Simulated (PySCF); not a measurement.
Si(H)2(Me)(OAc) (C3H8O2Si), SMILES [SiH2](C)OC(C)=O. Heavy atoms are numbered as in [SiH2:1]([CH3:2])[O:3][C:4]([CH3:5])=[O:6]. Hydrogens are named by the atom that carries them.

Coordinates come from a PBE0-D3(BJ)/def2-SVP optimisation. The values are those of a single conformer.

Method: PySCF with PBE/def2-TZVP.

ESP charges are fitted to the potential on shells at 1.4 to 2.0 van der Waals radii. Atomic charges (e), one atom of each kind:

| atom | meta-Löwdin | ESP fit | Mulliken |
|---|---|---|---|
| Si1 (SiH2) | 0.81 | 0.67 | 0.34 |
| C2 (CH3) | -0.61 | -0.70 | -0.47 |
| O3 | -0.53 | -0.49 | -0.28 |
| C4 | 0.50 | 0.87 | 0.28 |
| C5 (CH3) | -0.39 | -0.75 | -0.34 |
| O6 | -0.44 | -0.54 | -0.29 |
| H on Si1 | -0.10 | -0.12 | -0.03 |
| H on C2 | 0.14 | 0.18 | 0.14 |
| H on C5 | 0.15 | 0.21 | 0.13 |

Q: Give the Mayer and Wiberg (Löwdin basis) orders of the bonds. (The exact figures need the calculation; the answer reports its results.)

A: 
```tsv
bond	Mayer	Wiberg
Si1–C2	1.03	1.27
Si1–O3	0.98	1.29
O3–C4	1.17	1.72
C4–C5	1.00	1.27
C4–O6	2.01	2.64
```
